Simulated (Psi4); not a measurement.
Torsional profile of C3H9FSi, SMILES CCC[SiH2]F. Scanned: dihedral C1–C2–C3–Si4; all other coordinates were relaxed at GFN2-xTB. Points at φ and −φ are mirror images.

Geometry of the scan point at 80° (Å):
```
14

C     -1.4760    -0.8108    -0.1047
C     -0.8954     0.5420    -0.4948
C      0.3295     0.9033     0.3485
Si     1.9380     0.0687    -0.2091
F      3.1290     0.7308     0.6566
H     -0.7399    -1.5987    -0.2488
H     -1.7753    -0.8082     0.9411
H     -2.3499    -1.0420    -0.7098
H     -1.6683     1.3030    -0.3529
H     -0.6329     0.5383    -1.5543
H      0.4825     1.9854     0.2974
H      0.1175     0.6790     1.3961
H      2.0219    -1.3524     0.0999
H      2.2696     0.3813    -1.5928
```

Computed with PBE-D3(BJ)/def2-TZVP // GFN2-xTB run with Psi4.

Scanned values (°): -160, -140, -120, -100, -80, -60, -40, -20, 0, 20, 40, 60, 80, 100, 120, 140, 160, 180.

**Question.** Locate the minima and the barriers on this grid.

**Answer.** Lower than their neighbours: -60° (0.028 eV), 60° (0.028 eV), 180° (0.000 eV). Higher than their neighbours: -120° (0.103 eV), 0° (0.173 eV), 120° (0.103 eV). The whole profile spans 0.173 eV.
